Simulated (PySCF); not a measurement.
From one molecule to another.

First species: C₄H₈ClFSi₂.
Atom-mapped SMILES: `[F:1][C@@H:2]([Cl:3])[C@@H:4]1[CH:5]=[CH:6][SiH2:7][SiH2:8]1` (hydrogens: H9 on C2; H10 on C4; H11 on C5; H12 on C6; H13, H14 on Si7; H15, H16 on Si8)

Second species: C4H8ClFSi2.
Atom-mapped SMILES: `[F:1][C:2]1=[C:3]([Cl:4])[CH2:5][SiH2:6][SiH2:7][CH2:8]1` (hydrogens: H9, H10 on C5; H11, H12 on Si6; H13, H14 on Si7; H15, H16 on C8)

Geometry (GFN2-xTB, Å), atoms numbered from 1 in this order:
```xyz
16
C4H8ClFSi2 angstrom
F      0.5563   -2.4963   -1.2052
C      0.3945   -1.4413   -0.3674
C      1.4168   -0.6221   -0.1179
Cl     2.9649   -0.9034   -0.8607
C      1.2995    0.5783    0.7538
Si     0.0220    1.8143    0.0107
Si    -1.7374    0.3775   -0.4444
C     -0.9823   -1.2866    0.1674
H      2.2783    1.0370    0.8717
H      0.9637    0.2768    1.7486
H      0.6424    2.4679   -1.1457
H     -0.2042    2.8531    1.0238
H     -2.9893    0.5714    0.2980
H     -2.1017    0.2139   -1.8553
H     -0.9591   -1.2859    1.2586
H     -1.5718   -2.1456   -0.1474
```

Levels: CAM-B3LYP/def2-SVPD for HOMO energy, LUMO energy, HOMO–LUMO gap and static isotropic polarisability; TDDFT CAM-B3LYP/def2-SVPD for lowest singlet excitation; TDA CAM-B3LYP/def2-SVPD for lowest triplet excitation (Tamm–Dancoff). Geometries: GFN2-xTB. Each species is one conformer at its optimised geometry, gas phase, non-relativistic unless stated. Electronic properties by PySCF.

Task: Which of the two has the higher LUMO energy, and by how much?

Result: The first: 0.46 eV against 0.41 eV, a difference of 0.05 eV.

Task: Which of the two has the higher HOMO energy, and by how much?

Result: The second: -7.97 eV against -9.16 eV, a difference of 1.19 eV.

Task: Which has the higher HOMO–LUMO gap?

Result: The first: 9.62 eV against 8.38 eV, a difference of 1.24 eV.

Task: Which has the higher T1 energy?

Result: The first: 4.29 eV against 4.01 eV, a difference of 0.28 eV.

Task: Which of the two has the higher static isotropic polarisability, and by how much?

Result: The second: 113.2 au against 110.4 au, a difference of 2.8 au.

Task: Which has the higher S1 energy?

Result: The first: 6.41 eV against 5.51 eV, a difference of 0.90 eV.

On the first: The principal polarisabilities are 99.7, 106.8 and 124.7 au; their mean is the isotropic value. The polarisability is 16.36 Å³ as a volume (1 au = 0.148185 Å³), or 1.28 au for each of the 86 electrons.

On the second: No computed singlet falls in the visible range (750 to 380 nm, 1.65 to 3.26 eV); S1 lies 2.25 eV above its blue end. The principal polarisabilities are 90.6, 116.1 and 132.8 au; their mean is the isotropic value.
